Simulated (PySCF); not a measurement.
A PySCF script (with the pyscf-properties extension) for the NMR shieldings of SMILES C=C(BCCC)C(F)(F)F, C$_{6}$H$_{10}$BF$_{3}$, on a GFN2-xTB geometry:

```python
import basis_set_exchange as bse
import numpy as np
from pyscf import gto, dft
from pyscf.prop import nmr

atoms = """
C    -2.382501    0.921368    0.566918
C    -1.733771   -0.159061    0.133846
B    -0.325414   -0.175909   -0.545168
C     0.681880    1.002020   -0.298705
C     2.146758    0.716411   -0.648437
C     2.764590   -0.269697    0.334823
C    -2.432277   -1.491670    0.231114
F    -2.772478   -1.967901   -0.982049
F    -1.652193   -2.431903    0.796526
F    -3.566385   -1.472952    0.951761
H    -1.929284    1.895104    0.501860
H    -3.377220    0.879076    0.982989
H    -0.072437   -1.055463   -1.273501
H     0.333702    1.824793   -0.935585
H     0.633913    1.388566    0.722303
H     2.720708    1.646294   -0.630803
H     2.206400    0.308193   -1.658546
H     2.193798   -1.195610    0.348951
H     2.765504    0.145315    1.340852
H     3.791561   -0.496293    0.057816
"""
names = dict.fromkeys(["C", "B", "F", "H"], "pcSseg-1")
basis = {el: gto.basis.parse(bse.get_basis(n, elements=[el], fmt="nwchem")) for el, n in names.items()}
mol = gto.M(atom=atoms, basis=basis, charge=0, verbose=0)
mf = dft.RKS(mol, xc="PBE0")
mf.grids.level = 2
mf.grids.alignment = dft.numint.BLKSIZE   # the property module wants whole blocks of grid points
mf.conv_tol = 1e-9
mf.kernel()

calc = nmr.RKS(mf)   # GIAO
C = mf.mo_coeff
Co = C[:, mf.mo_occ > 0]
resp = mf.gen_response(singlet=True, hermi=2)
def vind(x):   # induced exchange potential for any number of trial vectors
    d = np.einsum("pi,xij,qj->xpq", C, 2 * x.reshape(-1, C.shape[1], Co.shape[1]), Co, optimize=True)
    return np.einsum("xpq,pi,qj->xij", resp(d - d.transpose(0, 2, 1)), C, Co, optimize=True).ravel()
mo1, _ = nmr.rhf.solve_mo1(calc, with_cphf=vind)
sigma = calc.kernel(mo1)
for i, s in enumerate(sigma):   # ppm
    print("%2d %-2s %9.2f" % (i, mol.atom_pure_symbol(i), np.trace(s) / 3))
```

**Question.** What does it print?

**Answer.** 
```
 0 C      42.25
 1 C      31.23
 2 B      20.26
 3 C     153.73
 4 C     160.94
 5 C     166.55
 6 C      52.01
 7 F     244.87
 8 F     245.12
 9 F     268.75
10 H      25.12
11 H      24.71
12 H      24.11
13 H      30.22
14 H      29.95
15 H      29.93
16 H      29.74
17 H      30.89
18 H      30.83
19 H      30.39
```

These numbers come from an equivalent density-fitted implementation of the same equations, which agrees with the script to about 0.01 ppm for H and up to a few tenths of a ppm for heavy atoms, so last digits may differ.

Size and cost of the density-fitted run: 220 basis functions, 82 s wall time on 1 thread of an Arm Neoverse N1, shared host; peak memory 0.97 GiB.
